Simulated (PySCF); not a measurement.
**Telling isomers of C$_{7}$H$_{12}$OSi apart by NMR**

Computational details: geometry: GFN2-xTB, shielding tensors at PBE0/pcSseg-1 (GIAO), in PySCF 2.14 (fast rotation and ring inversion assumed for equivalent nuclei, no solvent, relativity neglected, single conformer).

Referencing at the same level of theory: 1H (σ = 31.72 ppm) and 13C (σ = 186.93 ppm) vs TMS. Where no couplings were computed, multiplicities follow the n + 1 count of equivalent neighbours, and m marks all less simple cases (inequivalent or close neighbours, rings, F or P nearby). Shifts are as computed. Against solution values, carbons near 30 ppm lie about +3 ppm off and those near 130 ppm about +5 ppm. Of 1309 compounds with measured shifts, 239 miss one by over three times the rms of a fit or turn the order of signals round; such compounds aren't used in these exercises.

(1) Tabulate the signals of `C=C(C)[C@@H]1C[C@@]1([SiH3])C=O`, `C=CCC(=C=O)[SiH2]CC`, `C/C=C(\[SiH3])C1CC(=O)C1` and their relative energies.

(2) What is the quickest way to tell C=C(C)[C@@H]1C[C@@]1([SiH3])C=O from C/C=C(\[SiH3])C1CC(=O)C1?

(3) What is the quickest way to tell C=CCC(=C=O)[SiH2]CC from C/C=C(\[SiH3])C1CC(=O)C1?

(4) What is the quickest way to tell C=C(C)[C@@H]1C[C@@]1([SiH3])C=O from C=CCC(=C=O)[SiH2]CC?

Answers

(1) 
| SMILES | carbon types | δC | δH | E rel. (kcal/mol) |
| --- | --- | --- | --- | --- |
| C=C(C)[C@@H]1C[C@@]1([SiH3])C=O | 2×C 2×CH 2×CH2 1×CH3 | 207.7, 152.3, 120.6, 43.0, 27.4, 24.9, 22.6 | 10.30 (s, 1H), 5.33 (br s, 1H), 5.06 (br s, 1H), 4.03 (s, 3H), 2.39 (m, 1H), 1.94 (s, 3H), 1.68 (m, 1H), 1.15 (m, 1H) | 11.6 |
| C=CCC(=C=O)[SiH2]CC | 2×C 1×CH 3×CH2 1×CH3 | 184.8, 150.4, 121.2, 34.2, 11.8, 10.3, 8.3 | 6.06 (m, 1H), 5.39 (m, 1H), 5.23 (m, 1H), 4.47 (t, 2H), 2.84 (d, 2H), 1.16 (m, 2H), 1.04 (m, 3H) | 0.0 |
| C/C=C(\[SiH3])C1CC(=O)C1 | 2×C 2×CH 2×CH2 1×CH3 | 210.0, 147.5, 141.5, 53.8, 32.4, 22.8 | 6.45 (q, 1H), 4.25 (s, 3H), 3.13 (m, 2H), 2.99 (m, 1H), 2.81 (m, 2H), 2.02 (d, 3H) | 7.5 |

Energies are electronic energies at PBE0/pcSseg-1 on these geometries, without zero-point or thermal terms, each for the one conformer computed, which needn't be the lowest.

(2) Count the carbon signals: 7 against 6. The first has a terminal =CH2 carbon at 120.6 ppm, the second an alkene CH at 147.5 ppm. Their most deshielded carbons lie at 207.7 and 210.0 ppm. In the proton spectra the most deshielded non-exchanging signals are 10.30 (s, 1H) and 6.45 (q, 1H).

(3) Count the carbon signals: 7 against 6. The first has a terminal =CH2 carbon at 121.2 ppm, the second an allylic sp3 CH at 32.4 ppm. Their most deshielded carbons lie at 184.8 and 210.0 ppm.

(4) Both give the same number of carbon signals, but DEPT or the intensities differ. The first has a three-membered-ring carbon (CH) at 43.0 ppm, the second an alkene CH at 150.4 ppm. Their most deshielded carbons lie at 207.7 and 184.8 ppm. In the proton spectra the most deshielded non-exchanging signals are 10.30 (s, 1H) and 6.06 (m, 1H).
